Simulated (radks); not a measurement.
Values are calculated unless marked as measured or tabulated.
Spherical quantum dot in the effective-mass picture: electrons in a parabolic well V = omega^2 r^2 / 2 with omega = 0.321, with a point charge +2 (a donor) at the centre, all in effective atomic units (hartree* = m*/eps^2 hartree, bohr* = eps/m* bohr), one dielectric constant everywhere. Level of theory: non-relativistic Kohn-Sham, LDA (Slater exchange, Perdew-Wang correlation), spin-polarised, spherical densities (a radial shooting solver with Libxc functionals). Levels are named by radial order and angular momentum (1s, 1p, 1d, 2s, ...), and open shells are averaged over m.

N = 13, configuration 1s2 1p6 1d(up 3, down 0) 2s2. This is the lowest configuration that the search found. Occupied and some empty levels:

level,occupation,eigenvalue (hartree*),<r> (bohr*)
1s up,1,2.7322,1.031
1s down,1,2.7337,1.019
2s up,1,3.2783,3.628
2s down,1,3.3059,3.620
1p up,3,3.3095,3.596
1p down,3,3.3368,3.568
1d up,3,3.4855,4.153
1d down,0,3.5152,4.158
1f up,0,3.6760,4.545
1f down,0,3.7051,4.565
2p up,0,3.7183,3.859
2p down,0,3.7364,3.875
1g up,0,3.8833,4.877
1g down,0,3.9106,4.904

Energy (hartree*): total 20.5269, kinetic 5.6990, external -4.5593, Hartree 23.033, exchange-correlation -3.6460.
